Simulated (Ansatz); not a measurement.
Geometry optimisation, RKS r2SCAN/def2-SVP in Ansatz 0.2.0.

Input file:

```yaml
crystal:
  periodic: [false, false, false]
  atoms:
    - { symbol: W, position_ang: [0.287345, 0.158282, -0.450844] }
    - { symbol: F, position_ang: [0.269147, 0.351065, 2.583582] }
    - { symbol: Cl, position_ang: [2.401382, -0.817819, -0.342331] }
    - { symbol: H, position_ang: [-0.660982, 1.423293, 0.172321] }
    - { symbol: H, position_ang: [-1.313967, -0.164026, 0.025909] }
    - { symbol: H, position_ang: [-0.046014, -1.331699, 0.20631] }
    - { symbol: H, position_ang: [0.274441, 0.309333, -2.15602] }
    - { symbol: H, position_ang: [1.11166, 1.342795, 0.45824] }
    - { symbol: H, position_ang: [0.651389, 1.129376, 2.250033] }
basis:
  gaussian: { orbitals: def2-SVP }
hamiltonian:
  xc: r2scan
relax:
  f_tol: 0.03
  max_steps: 50
```

Command:

```bash
$ ansatz run input.yaml --threads 2 --pin off --max-ram 3072MiB --backend cpu --events-out ev --progress --plain --runs-dir out
```

Problem. Where does it end, and by what steps?

Solution. It converged. After 21 steps the energy has fallen by 0.994 eV; Cl3 moved furthest, 1.12 Å. Joined: W1–F2 (3.04 → 2.41 Å).

| step | energy less start (eV) | largest force component (eV/Å) | accepted |
| --- | --- | --- | --- |
| 0 | 0.0000 | 0.408 | yes |
| 1 | -0.0582 | 1.300 | yes |
| 2 | -0.1059 | 1.327 | yes |
| 3 | -0.1103 | 1.540 | yes |
| 4 | -0.1294 | 0.704 | yes |
| 5 | -0.1416 | 0.181 | yes |
| 6 | -0.1395 | 0.358 | no |
| 7 | -0.1463 | 0.073 | yes |
| 8 | -0.1470 | 0.049 | yes |
| 9 | -0.1474 | 0.045 | yes |
| 10 | -0.1481 | 0.060 | yes |
| 11 | -0.1688 | 0.393 | yes |
| 12 | -0.2987 | 0.809 | yes |
| 13 | -0.5420 | 0.969 | yes |
| 14 | -0.8042 | 0.454 | yes |
| 15 | -0.9143 | 0.721 | yes |
| 16 | -0.9628 | 0.306 | yes |
| 17 | -0.9797 | 0.710 | yes |
| 18 | -0.9814 | 0.228 | yes |
| 19 | -0.9891 | 0.392 | yes |
| 20 | -0.9934 | 0.074 | yes |
| 21 | -0.9937 | 0.010 | yes |

```xyz
9
Properties=species:S:1:pos:R:3
W 0.685 -0.010 -0.031
F -0.171 0.386 2.189
Cl 2.282 -0.780 -1.460
H -0.225 1.407 -0.086
H -0.979 -0.185 -0.136
H 0.079 -1.406 0.713
H -0.035 0.391 -1.468
H 1.428 1.282 0.801
H -0.089 1.316 2.225
```

Whether the end is a true minimum wasn't checked by a vibrational analysis.

Time of the run: 95 s on 2 threads of Arm Neoverse V2 (shared host), peak memory 0.16 GiB.
